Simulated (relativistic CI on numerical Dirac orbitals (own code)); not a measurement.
# Hyperfine structure of Au⁷¹⁺, mass number 197

Computed by Dirac-Coulomb-Breit CI, KLI orbitals optimised for each configuration, QED by a radiative potential, unscaled Slater integrals (own radial code, finite nucleus).

CI space (outside the closed core 1s2): 2s²2p⁴, 2s2p⁵, 2p⁶, 2p⁵3s, 2s²2p³3s, 2p⁵3p, 2s²2p³3p, 2p⁵3d, 2s²2p³3d, 2s2p⁴3s, 2s2p⁴3p, 2s2p⁴3d, 2s²2p³4s, 2s²2p³4p, 2s²2p³4d, 2s²2p³4f. Levels of other configurations are missing.

Nuclear spin I = 3/2, μ = 0.1452 μN, Q = 0.547 b (tables of Stone and Pyykkö). The electronic factors are computed for point nuclear moments, without core polarisation or the Bohr-Weisskopf and QED corrections.

```tsv
Level	E (Ry)	A (GHz)	B (GHz)
2s²2p⁴ ³P2	0.000	99.45	47.4
2s²2p⁴ ³P1	139.538	-124.8	-560
2s²2p⁴ ¹D2	140.924	325.5	-1170
2s2p⁵ ³P°2	172.837	846.3	-1120
2s2p⁵ ¹P°1	179.698	-646.3	-486
2s2p⁵ ³P°1	316.349	2043	-73.7
```

Levels with J = 0, under 50 % of one LS term, or S terms without an open s electron are left out. Small factors come from cancelling terms and can be off by tens of per cent or more.

At this charge energies of transitions that change n are usually good to better than 1 %, and those within a shell (Δn = 0) to a few per cent.

**Question.** Give the hyperfine levels of 2s²2p⁴ ³P1 relative to its centre of gravity.

**Answer.** With K = F(F + 1) − I(I + 1) − J(J + 1), E = AK/2 + B[¾K(K + 1) − I(I + 1)J(J + 1)]/[2I(2I − 1)J(2J − 1)]: F = 1/2: -388, F = 3/2: 684.6, F = 5/2: -327.1 GHz.

LS names give the leading component of a level, which can be under half, so a name can repeat, a term be missing and a line seem to break the LS rules.
